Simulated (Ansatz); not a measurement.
Input file for Ansatz (a program for electronic structure): R-BHLYP/def2-TZVPP on As4 (SMILES [As]12[As]3[As]1[As]23).

Ansatz 0.2 input:
```yaml
crystal:
  periodic: [false, false, false]
  atoms:
    - {symbol: As, position_ang: [0.86703322, 0.86703322, 0.86703322]}
    - {symbol: As, position_ang: [0.86703322, -0.86703322, -0.86703322]}
    - {symbol: As, position_ang: [-0.86703322, 0.86703322, -0.86703322]}
    - {symbol: As, position_ang: [-0.86703322, -0.86703322, 0.86703322]}
basis:
  gaussian:
    orbitals: def2-TZVPP
hamiltonian:
  xc: {name: BHLYP}
scf: {lower_state_search: off}
```

Program output:

```
WARN ansatz: RAYON_NUM_THREADS=4 ignored (pool sized by the plan → 4); use --threads N
Functional definition: BHLYP
these checks for a lower state are left out or cut short: stability, starts, cluster_reference, orbital_swaps, neighbouring_geometries, increment
integrals: 0.25 GiB planned
1314 factors; integrals over basis functions are off by at most 2.7e-4 eV
mean field: 1.84 GiB planned
mean field evaluation 1: about -243365.6109 eV, gradient 1.1e1 eV
mean field evaluation 2: about -243365.7345 eV, gradient 7.2e0 eV
mean field evaluation 4: about -243365.8146 eV, gradient 5.5e-1 eV
mean field evaluation 8: about -243366.0714 eV, gradient 2.4e-2 eV
mean field evaluation 16: about -243366.0714 eV, gradient 4.6e-6 eV
mean field -243366.07143871 eV, -8943.5381659245 hartree, gradient 4.6e-6 eV, S^2 0.000000; 0 other end points of the search recorded, 0 dependent functions left out
reference -243366.07159617 eV, -8943.5381717111 hartree; 66, 66 occupied and 126, 126 virtual orbitals, 1314 factors
Total energy: -243366.07159617 eV, -8943.5381717111 hartree
Checks for a lower state left out: stability, starts, cluster_reference, orbital_swaps, neighbouring_geometries, increment
```

The calculation finished and met its thresholds.

Cost: very roughly 4 core-seconds.
